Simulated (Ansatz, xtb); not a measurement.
# Relaxing a trial structure of C2H3F2Sn+

The starting geometry of this gas-phase singlet was built from a drawn formula by distance geometry and a force field; its bonds are those of `F[C@@H]1[CH2][Sn+]1[F]`.

| atom | x (Å) | y (Å) | z (Å) |
| --- | --- | --- | --- |
| C | -0.5704 | -1.9444 | -2.1729 |
| C | -2.0208 | -1.6470 | -2.0592 |
| F | 0.1859 | -0.9879 | -2.7133 |
| F | -0.7090 | -0.5019 | 1.5195 |
| Sn | -1.0768 | -1.5123 | -0.0890 |
| H | -0.3107 | -3.0026 | -2.4413 |
| H | -2.3015 | -0.6853 | -2.4748 |
| H | -2.6745 | -2.5201 | -2.2134 |

Problem. Predict what becomes of its bonds when it is optimised with r2SCAN-D4/def2-SVP.

Solution. A bond breaks, giving a structure given below by its coordinates. Distances that change by over a tenth: C2–Sn5 (2.19 → 2.58 Å). Contacts that open: C1–Sn5 (2.19 → 3.26 Å).

The energy falls by 4.10 eV over 16 steps:

```
step  E − E(last) (eV)
   1             4.104
   3             3.416
   4             2.829
   6             0.539
   8             0.172
   9             0.096
  11             0.013
  13             0.001
  14             0.000
  16             0.000
```

Final geometry (Å):

```xyz
8

C    -0.6909   -2.0324   -2.7130
C    -1.6235   -1.6191   -1.8122
F     0.1293   -1.1924   -3.2710
F    -2.0210   -0.4428    0.9010
Sn   -0.4954   -1.5538    0.5082
H    -0.5170   -3.0742   -3.0171
H    -1.8617   -0.5497   -1.7286
H    -2.3976   -2.3370   -1.5119
```

From the same start GFN2-xTB ends elsewhere, in pieces: C2H3F + FSn.

The end wasn't checked by frequencies. Atoms past krypton carry core potentials, without spin–orbit terms. Run with Ansatz 0.2.0, 100 s on 1 thread of Intel(R) Xeon(R) Processor @ 2.50GHz (Skylake/Cascade Lake), on a shared host.
